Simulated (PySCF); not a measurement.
## Spin states and ions at one geometry of [BiO3]−

PySCF 2.14.0, RKS BP86, Bi def2-SVP with ECP60, O def2-SVP; non-relativistic Hamiltonian with scalar-relativistic core potentials where named; density fitting; no spin-orbit coupling; singlets restricted, open shells unrestricted. The geometry is relaxed for charge -1, singlet, vacuum:

```xyz
4

Bi    0.0000    0.0000    0.0000
O     1.9999    0.0000    0.0000
O    -0.9999    1.7320    0.0000
O    -1.0000   -1.7320    0.0000
```

Energies count from the relaxed state; an electron taken off or put on is at rest in vacuum. Charges and spins are Mulliken's.

| state | energy (eV) | spin squared | charge on Bi1 (e) | spin on Bi1 (e) | dipole about the centre of mass (D) |
| --- | --- | --- | --- | --- | --- |
| charge -1, singlet, vacuum | 0.00 | 0.00 | 0.79 | 0.00 | 0.00 |
| charge -1, triplet, vacuum | 1.40 | 2.01 | 0.68 | 0.06 | 0.00 |

Task: What does the state charge 0, doublet, vacuum give?

Result: energy (eV) 3.84, spin squared 0.76, charge on Bi1 (e) 1.12, spin on Bi1 (e) -0.12, dipole about the centre of mass (D) 0.00.

With an electron taken off (doublet) the charges change, summed by element, by Bi +0.33 e, O +0.67 e. The vertical ionisation energy is 3.84 eV, against −ε(HOMO) = 0.50 eV of the relaxed state. The level lies 3.3 eV too high, as is usual for semilocal functionals and global hybrids, which keep a self-interaction error.

Open shells may have lower solutions than those found. Hard to converge, so the more doubtful: charge -1, triplet, vacuum; charge 0, doublet, vacuum. The basis has no diffuse functions, which an anion needs.
